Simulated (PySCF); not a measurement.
Species: C8H8F2O.
Numbering: `[CH2:1]=[C:2]1[CH:3]=[C:4]([CH2:5][O:6][CH3:7])[C:8]([F:9])=[C:10]1[F:11]` (hydrogens: H12, H13 on C1; H14 on C3; H15, H16 on C5; H17, H18, H19 on C7)

The same species was optimised twice, with GFN2-xTB and with PBE0-D3(BJ)/def2-SVP (PySCF), and the same property calculations (PySCF, gas phase) were run on both structures.

| coordinate | GFN2-xTB | PBE0-D3(BJ)/def2-SVP | change |
| --- | --- | --- | --- |
| C10–F11 (Å) | 1.338 | 1.322 | -0.016 |
| C8–F9 (Å) | 1.338 | 1.323 | -0.015 |
| C5–O6 (Å) | 1.404 | 1.390 | -0.014 |
| O6–C7 (Å) | 1.404 | 1.393 | -0.011 |
| C2–C3 (Å) | 1.460 | 1.470 | +0.010 |
| C1=C2 (Å) | 1.335 | 1.342 | +0.007 |
| C3=C4 (Å) | 1.347 | 1.354 | +0.007 |
| C4–C8 (Å) | 1.463 | 1.470 | +0.007 |
| C8=C10 (Å) | 1.344 | 1.349 | +0.005 |
| C4–C5 (Å) | 1.488 | 1.485 | -0.003 |
| C2–C10 (Å) | 1.466 | 1.466 | 0.000 |
| C3–C4–C5 (°) | 130.1 | 128.7 | -1.4 |
| C5–C4–C8 (°) | 121.7 | 122.9 | +1.2 |
| C3–C2–C10 (°) | 105.3 | 106.1 | +0.8 |
| C2–C3–C4 (°) | 109.0 | 108.2 | -0.8 |
| C1–C2–C10 (°) | 126.1 | 125.4 | -0.7 |
| C5–O6–C7 (°) | 112.7 | 113.3 | +0.6 |
| C2–C10–F11 (°) | 123.0 | 123.6 | +0.6 |
| C4–C5–O6 (°) | 110.5 | 110.0 | -0.5 |
| C3–C4–C5–O6 (°) | 0 | -1 | -1 |
| C4–C5–O6–C7 (°) | 180 | 179 | -1 |

Rotational constants: A = 2045, B = 649.1, C = 495.8 MHz (GFN2-xTB) against A = 2044, B = 652.3, C = 497.6 MHz (PBE0-D3(BJ)/def2-SVP).

On the GFN2-xTB structure: HOMO (eV) -6.36 [PBE0/pcSseg-1]; LUMO (eV) -2.08 [PBE0/pcSseg-1]; dipole (D) 2.13 [PBE0/pcSseg-1]; GIAO shielding of C1 (ppm) 56.7 [PBE0/pcSseg-1]; GIAO shielding of C2 (ppm) 40.1 [PBE0/pcSseg-1]; GIAO shielding of C3 (ppm) 75.7 [PBE0/pcSseg-1]; GIAO shielding of C4 (ppm) 43.0 [PBE0/pcSseg-1]; GIAO shielding of C5 (ppm) 114.0 [PBE0/pcSseg-1]; GIAO shielding of O6 (ppm) 320.6 [PBE0/pcSseg-1]; GIAO shielding of C7 (ppm) 125.3 [PBE0/pcSseg-1]; GIAO shielding of C8 (ppm) 33.8 [PBE0/pcSseg-1].

Problem. What do these properties become on the PBE0-D3(BJ)/def2-SVP structure?

Solution. 
```csv
property,level,on GFN2-xTB,on PBE0-D3(BJ)/def2-SVP,change
HOMO (eV),PBE0/pcSseg-1,-6.36,-6.29,+0.07
LUMO (eV),PBE0/pcSseg-1,-2.08,-2.04,+0.04
dipole (D),PBE0/pcSseg-1,2.13,2.09,-0.04
"energy, GFN2-xTB geometry as zero (kcal/mol)",PBE0/pcSseg-1,0.0,-0.2,-0.2
GIAO shielding of C1 (ppm),PBE0/pcSseg-1,56.7,54.8,-1.9
GIAO shielding of C2 (ppm),PBE0/pcSseg-1,40.1,38.1,-2.0
GIAO shielding of C3 (ppm),PBE0/pcSseg-1,75.7,73.5,-2.2
GIAO shielding of C4 (ppm),PBE0/pcSseg-1,43.0,41.0,-2.0
GIAO shielding of C5 (ppm),PBE0/pcSseg-1,114.0,114.9,+0.9
GIAO shielding of O6 (ppm),PBE0/pcSseg-1,320.6,322.9,+2.3
GIAO shielding of C7 (ppm),PBE0/pcSseg-1,125.3,125.0,-0.3
GIAO shielding of C8 (ppm),PBE0/pcSseg-1,33.8,34.4,+0.6
```

The heavy atoms differ by 0.022 Å rms after alignment. Among bonds between heavy atoms C8–F9 and C10–F11 change most and about equally (-0.016 to -0.015 Å). Changes are differences of the printed values. Neither structure is proved a minimum here.

The values belong to the conformer `[CH2:1]=[C:2]1[CH:3]=[C:4]([CH2:5][O:6][CH3:7])[C:8]([F:9])=[C:10]1[F:11]`: C3–C4–C5–O6 -1°, C4–C5–O6–C7 179°.
